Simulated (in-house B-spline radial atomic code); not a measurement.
Orbital energies and mean radii along the 32-electron series, configuration [Ar] 3d10 4s2 4p2. The effective charge is n√(-2ε), a non-relativistic measure. Computed with a radial B-spline atomic code at the basis-set limit: non-relativistic Hartree-Fock, average of the configuration, point nuclei.

This level leaves out relativity, spin-orbit splitting included, which matters for heavy ions.

```csv
ion,Z,energy of 1s (Eh),mean radius of 1s (bohr),energy of 2s (Eh),mean radius of 2s (bohr),effective charge of 1s
Ba24+,56,-1349.41,0.027123,-233.9,0.11606,51.95
La25+,57,-1401.29,0.026642,-244.66,0.11388,52.939
Ce26+,58,-1454.17,0.026178,-255.67,0.11178,53.929
Pr27+,59,-1508.04,0.02573,-266.93,0.10976,54.919
Nd28+,60,-1562.92,0.025296,-278.44,0.10781,55.909
Pm29+,61,-1618.8,0.024877,-290.2,0.10592,56.9
Sm30+,62,-1675.69,0.024472,-302.22,0.1041,57.891
Eu31+,63,-1733.57,0.02408,-314.48,0.10234,58.882
Gd32+,64,-1792.45,0.0237,-327,0.10064,59.874
Tb33+,65,-1852.33,0.023331,-339.76,0.098992,60.866
Dy34+,66,-1913.22,0.022974,-352.78,0.097398,61.858
Ho35+,67,-1975.1,0.022628,-366.05,0.095854,62.851
Er36+,68,-2037.98,0.022292,-379.57,0.094357,63.843
Tm37+,69,-2101.87,0.021966,-393.34,0.092907,64.836
Yb38+,70,-2166.75,0.021649,-407.37,0.0915,65.829
Lu39+,71,-2232.64,0.021342,-421.64,0.090135,66.823
Hf40+,72,-2299.53,0.021043,-436.16,0.088809,67.816
Ta41+,73,-2367.41,0.020752,-450.94,0.087522,68.81
W42+,74,-2436.3,0.020469,-465.96,0.086271,69.804
```

(1) How does the screening of 1s change?

Answers

(1) Z less the effective charge goes from 4.05 at Z = 56 to 4.20 at Z = 74.
